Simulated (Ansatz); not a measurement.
```xyz
2

H     0.0000    0.0000   -0.4109
H     0.0000    0.0000    0.4109
```

Basis set: cc-pVDZ (spherical functions). All electrons are correlated. Charge 0, multiplicity 1.

Computed with Ansatz (development build ahead of 0.2.0); each method stands on the lowest determinant of its kind that the runs found. Restricted open shells among the atoms or ions are ROHF, correlated in semicanonical orbitals with singles.

Give the atomization energy at this shape (free ground-state atoms in the same class of orbitals less the molecule, no zero-point energy) of singlet H₂ by RHF-MP2, RHF.

| method | atomization energy |
| --- | --- |
| RHF-MP2 | 4.19 eV |
| RHF | 3.45 eV |

Caution: stretched shape with no unrestricted run beside it, a lower state can exist. Caution for RHF-MP2: bonds are stretched, where a single reference can fail.
